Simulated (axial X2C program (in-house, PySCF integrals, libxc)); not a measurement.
# Potential curves of MoN⁻, 2c

All values were computed with an in-house relativistic program for diatomic molecules. Two-component (2c) means X2C with spin–orbit coupling and atomic mean-field two-electron Coulomb and Gaunt terms. Basis: Mo dyall-acv3z [12s13p10d5f3g], N dyall-av3z [7s7p3d2f] (cores contracted in-house); Gaussian nuclei, density fitting, unrestricted open shells. Masses: Mo 97.905 u, N 14.003 u.

State: Ω = 1 (⟨Sz⟩ = 1.00, ⟨Lz⟩ = 0.00 at LDA). Energies in eV from the fragments at the same level (Mo- + N). Fits are polynomials in 1 − R0/R over 0.85 to 1.23 times the lowest point R0.

```
 R (Å)      LDA
1.4138  -5.8218
1.4788  -6.8906
1.5275  -7.3697
1.5762  -7.6319
1.6250  -7.7204
1.6819  -7.6516
1.7388  -7.4427
1.8119  -7.0299
1.9012  -6.3916
2.0312  -5.3696
```

One determinant describes the state; a PBE0 search over occupations chose it and may have missed a lower one. Dissociation energies refer to the lowest single-determinant-based atoms at the same level and basis. Density functionals use the spin component along the axis (collinear). Without a current term, density functionals place determinants with orbital angular momentum somewhat too high. With several unpaired electrons one determinant need not be a pure state. Open-shell Ω = 0 determinants with evenly filled partner blocks cannot be reached by this program, so the Ω shown need not be the lowest component. The highest occupied level of some functionals is positive through self-interaction error; at Hartree–Fock it is bound. The determinant is spin-polarised beyond a pure state at some levels (its spin-free form has ⟨S²⟩ too high), which makes Re and μ there less reliable.

(1) Fit the LDA curve near its minimum: give the equilibrium distance, the harmonic wavenumber and the well depth.

Answers

(1) At LDA, 2c: Re = 1.630 Å, ωe ≈ 1120 cm⁻¹, De = 7.72 eV to Mo- + N; Be follows as 0.518 cm⁻¹.
